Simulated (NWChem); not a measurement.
# TaH3SO3; SMILES [OH][Ta]([OH])([OH])=[S]

```xyz
8

Ta     0.0000     0.0000    -0.1620
S      0.0000     0.0000     2.0113
O      1.7806    -0.1113    -0.7974
H      2.6561    -0.1659    -0.4053
O     -0.7939     1.5977    -0.7974
H     -1.1844     2.3832    -0.4053
O     -0.9867    -1.4864    -0.7974
H     -1.4717    -2.2173    -0.4053
```
Atoms are numbered in this order, from 1.

Program: NWChem. The geometry was optimised at PBE0/def2-SVP. No frequency run checked for a minimum. def2 effective core potentials on Ta; no spin-orbit coupling. Total energies compare along this basis series because the functional is fixed.

```json
[
 {"level": "PBE/def2-SVP", "basis functions": "107", "energy (Ha)": "-682.2577", "highest occupied level (eV)": "-6.26", "orbital gap (eV)": "4.64", "dipole (D)": "0.99"},
 {"level": "PBE/def2-SVPD", "basis functions": "155", "energy (Ha)": "-682.2884", "highest occupied level (eV)": "…", "orbital gap (eV)": "…", "dipole (D)": "0.99"},
 {"level": "PBE/def2-TZVP", "basis functions": "188", "energy (Ha)": "-682.6859", "highest occupied level (eV)": "-6.29", "orbital gap (eV)": "4.50", "dipole (D)": "0.94"},
 {"level": "PBE/def2-TZVPP", "basis functions": "233", "energy (Ha)": "-682.6951", "highest occupied level (eV)": "-6.28", "orbital gap (eV)": "4.50", "dipole (D)": "1.05"}
]
```

Task: Fill in the missing entries.

Result: 
- PBE/def2-SVPD, highest occupied level (eV): -6.46
- PBE/def2-SVPD, orbital gap (eV): 4.44
